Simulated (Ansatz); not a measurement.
Consider the substitution at a C–C bond: `CCCI` + HCl → `ClCCI` + CH₄.

Calculated with Ansatz (gas phase, PBE0-D4/def2-TZVP geometries, no zero-point term in ΔE). CCSD(T)/CBS adds triple-zeta CCSD(T) − MP2 to the extrapolated MP2 energy (def2 sets, frozen cores). This one scheme is used for every species. def2 core potentials past Kr. For I outer-core shells are correlated without core-valence functions, which leaves a few kJ/mol of doubt a bond. One conformer a species, not always the lowest.

`CCCI`:

```xyz
11

C     1.020   -0.818    0.056
C    -0.167   -0.067    0.629
C    -0.768    0.957   -0.304
I    -1.670    0.084   -2.053
H     1.438   -1.506    0.793
H     0.731   -1.400   -0.822
H     1.813   -0.128   -0.246
H    -0.942   -0.769    0.950
H     0.145    0.479    1.529
H    -0.024    1.651   -0.693
H    -1.575    1.518    0.161
```

HCl:

Cartesian coordinates in Å:
```
Cl 0.598 -0.100 0.204
H -0.598 0.100 -0.204
```

`ClCCI`:

Cartesian coordinates in Å:
```
Cl 1.135 1.426 1.234
C 0.108 0.759 -0.070
C -0.054 -0.720 0.139
I -1.282 -1.532 -1.419
H -0.845 1.282 -0.029
H 0.602 0.983 -1.014
H 0.894 -1.249 0.085
H -0.558 -0.949 1.074
```

CH₄:

```xyz
5

C     0.000    0.000    0.000
H     0.738    0.703    0.385
H    -0.456    0.409   -0.901
H    -0.770   -0.167    0.752
H     0.488   -0.945   -0.236
```

| species | MP2/CBS(def2) energy (Eh) |
| --- | --- |
| `CCCI` | -415.78284 |
| HCl | -460.35267 |
| `ClCCI` | -835.69544 |
| CH₄ | -40.43551 |

Task: Work out ΔE.

Result: ΔE = (-835.69544) + (-40.43551) − (-415.78284) − (-460.35267) = 0.00456 Eh = +0.12 eV. CCSD(T)/CBS gives +0.14 eV.

Largest T1 diagnostic among the species: 0.008.

In def2-TZVPP, CCSD(T) changes the Hartree–Fock value by +0.07 eV (the triples alone add −0.01 eV) and MP2 by +0.05 eV. From PBE to PBE0 (25 % exact exchange), in def2-TZVPP and without D4, ΔE moves by +0.04 eV.
